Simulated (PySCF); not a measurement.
All values below come from TPSSh-D3(BJ)/def2-TZVP // r2SCAN-D4/def2-SVP run with PySCF. Isolated molecules, 0 K electronic values unless said otherwise. 

Reference species: [Cd(Cl)2] (neutral, multiplicity 1).

The coordination number is 2 and the mean distance from the central atom to its bonded neighbours is 2.276 Å.

Changed species: [Cd(Cl)(Br)] (Y = Br; the reference has Y = Cl).

Give the shifts of the coordination number and mean distance from the central atom to its bonded neighbours.

the coordination number hardly moves; the mean distance from the central atom to its bonded neighbours rises by 0.064 Å, to 2.340 Å.
